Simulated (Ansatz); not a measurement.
Frontier orbitals of `[CH3][GeH3]`.

```tsv
atom	x (Å)	y (Å)	z (Å)
C1	0.924	-0.467	-0.026
Ge2	-0.818	0.414	0.023
H3	1.488	-0.243	0.880
H4	0.799	-1.548	-0.100
H5	1.498	-0.123	-0.888
H6	-1.628	-0.067	1.241
H7	-1.618	0.094	-1.252
H8	-0.645	1.940	0.123
```

Charge 0, multiplicity 1. Correlated methods include outer-core shells of Ge, which these sets cover unevenly. Scalar relativity is left out up to krypton. All single points use the PBE0-D4/def2-TZVP geometry. Basis def2-TZVPP, Ansatz 0.2.0.

```tsv
functional	HOMO (eV)	LUMO (eV)	gap (eV)
LDA (SPW92)	-7.80	-0.05	7.75
PBE	-7.68	0.11	7.79
revPBE	-7.63	0.19	7.82
BLYP	-7.54	0.12	7.66
B97M-V	-8.05	0.23	8.28
PBE0	-8.93	0.88	9.81
B3LYP	-8.70	0.58	9.28
BHLYP	-10.08	1.52	11.60
CAM-B3LYP	-10.29	1.69	11.98
ωB97X-V	-11.31	2.75	14.06
ωB97M-V	-11.15	2.39	13.54
```

(1) What is the vertical ionisation energy at frozen-core CCSD(T)/def2-TZVPP? (Estimate.)

Answers

(1) The calculation gave: 11.36 eV (T1 of the cation 0.014).

Against PBE, PBE0 changes HOMO and LUMO by −1.25 and +0.77 eV, ωB97M-V by −3.48 and +2.28 eV. A gap of 7.79 eV thus becomes 13.54 eV for the same molecule, so an orbital gap means little without its functional. A positive LUMO is unbound and depends on the basis. −ε(HOMO) differs from that ionisation energy by −3.68 eV with PBE and −0.21 eV with ωB97M-V.

B3LYP here is the variant with VWN-RPA as its local correlation; programs differ in this.
